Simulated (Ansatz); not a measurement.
Reaction (hydrogenolysis of a B–C bond): `C=CBC[SiH3]` + H₂ → `BC[SiH3]` + `C=C`

Isolated molecules relaxed with PBE0-D4/def2-TZVP in Ansatz; ΔE leaves out vibrations. CBS: MP2 limit from def2 TZ/QZ plus the TZ coupled-cluster correction, frozen cores. This one scheme is used for every species. Functionals use def2-TZVPP. B3LYP here is the variant with VWN-RPA as its local correlation; programs differ in this. Each species was taken in one conformer, which may not be the lowest.

```tsv
level	ΔE (eV)
B3LYP-D4	0.05
PBE	0.02
CCSD(T)/def2-TZVPP	0.03
CCSD/CBS(def2)	-0.02
```

Question: What does CCSD(T)/CBS give? (Estimate.)

Answer: Computed: +0.04 eV. The listed levels differ from it by 0.01, -0.02, -0.01, -0.06 eV.

Largest T1 diagnostic among the species: 0.012.

From PBE to PBE0 (25 % exact exchange), in def2-TZVPP and without D4, ΔE moves by −0.04 eV. The D4 term adds +0.13 eV with B3LYP and +0.08 eV with PBE0; it sums over pairs of atoms, weighted by their polarisabilities, and B3LYP, whose exchange is more repulsive, gets the larger term.
